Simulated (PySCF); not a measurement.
Compound: C8H13GeN.
Bonds: C1–Ge2, Ge2–C3, Ge2–C4, Ge2–C5, C5–C6 (aromatic), C6–C7 (aromatic), C7–C8 (aromatic), C8–N9 (aromatic), N9–C10 (aromatic), C5–C10 (aromatic). Hydrogens: H11, H12, H13 on C1; H14, H15, H16 on C3; H17, H18, H19 on C4; H20 on C6; H21 on C7; H22 on C8; H23 on C10.

The calculation used PBE0-D3(BJ)/def2-SVP geometry optimisation, gas phase (PySCF 2.14.0).

**Question.** Give the optimised bond lengths and angles.

**Answer.** 
```
                   bond  length (Å)
 C1–Ge2, Ge2–C3, Ge2–C4       1.954
                 Ge2–C5       1.959
                  C5–C6       1.401
                  C6–C7       1.392
                  C7–C8       1.395
                  C8–N9       1.329
                 N9–C10       1.332
                 C5–C10       1.402
C1–H11 and 8 like bonds       1.100
                 C6–H20       1.095
                 C7–H21       1.093
                 C8–H22       1.097
                C10–H23       1.097
```

Bonds in one row agree within 0.01 Å and their mean is given. A selection of angles:
```
     angle  degrees
Ge2–C1–H11    110.4
Ge2–C1–H12    110.6
H11–C1–H12    108.5
H11–C1–H13    108.2
 C1–Ge2–C3    109.7
 C1–Ge2–C5    108.6
 C3–Ge2–C5    108.5
 Ge2–C5–C6    121.6
Ge2–C5–C10    122.1
 C6–C5–C10    116.3
  C5–C6–C7    119.9
 C5–C6–H20    120.6
 C7–C6–H20    119.6
  C6–C7–C8    118.2
 C6–C7–H21    121.4
 C8–C7–H21    120.4
  C7–C8–N9    123.3
 C7–C8–H22    120.2
 N9–C8–H22    116.5
 C8–N9–C10    117.7
N9–C10–H23    115.4
 C5–C10–N9    124.7
C5–C10–H23    119.9
```

Torsions: C1–Ge2–C5–C6 57° (synclinal). The mirror-image conformer, all signs reversed, is as good.

The 6-membered ring C5–C6–C7–C8–N9–C10 has internal angles of 116.3° to 124.7° (sum 720°, against 720° for a flat polygon); it is planar, 0.00 Å rms from its mean plane, widest ring torsion 0°. Ge2 (germanium bonded to 4 C) is tetrahedral (angles from 108.5° to 110.4°). Of the pairs four or more bonds apart, C4···H23 is among the closest relative to their van der Waals radii: 2.86 Å, 99 % of the sum of Bondi's values.

Point group: near Cs, missed by 0.18 Å at most; the miss may be what the optimiser left on a soft mode. No PBE0-D3(BJ)/def2-SVP frequencies stand behind this structure, so it isn't proved a minimum.
